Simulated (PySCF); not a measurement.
Adding and removing an electron: HgF

UHF-CCSD(T); PySCF, scalar-relativistic core potentials, basis sets Hg def2-SVP with ECP60, F def2-SVP. Neutral (UHF): doublet (σ ↑), Re = 2.047 Å, ωe = 458 cm⁻¹, De = 0.78 eV.

HgF⁺ (RHF): singlet (closed shell), Re = 1.968 Å, ωe = 511 cm⁻¹, De = 1.25 eV to Hg⁺ + F. The energies at the minima are -252.36503 hartree for HgF and -252.01485 for HgF⁺.

(1) Work out the adiabatic ionisation energy, without and with harmonic zero-point energies (1 hartree = 27.2114 eV, 1 eV = 8065.5 cm⁻¹), and the change of the bond length.

Correlated steps freeze 1 core orbital. Correlated levels converge slowly with the basis: in double zeta they bind strong bonds too weakly, by up to about 1 eV, and carry superposition errors of some tenths. These are scalar-relativistic numbers at best; spin–orbit coupling would shift them, the dissociation energy most. For an ion De counts to the pair picked by the measured ionisation energies or electron affinities, which need not be the lowest pair at this level. Where the molecule has an RHF reference, its open-shell atoms are computed with UHF. The CCSD T1 diagnostic is raised in HgF⁺, a sign that a single reference may not be enough there. States were picked by a PBE0 search and need not be the measured ground states.

Neutral and ion stand on different kinds of reference determinant, which adds to the error of the difference.

## Answers

(1) At CCSD(T): 0.35018 hartree = 9.529 eV between the minima; the zero-point term (511.0 − 458.0)/2 cm⁻¹ = +0.003 eV makes it 9.532 eV. Re changes by -7.9 pm against the neutral. The electron leaves a σ orbital, and the shorter bond of the ion fits an antibonding orbital, or a change in how ionic the bond is.
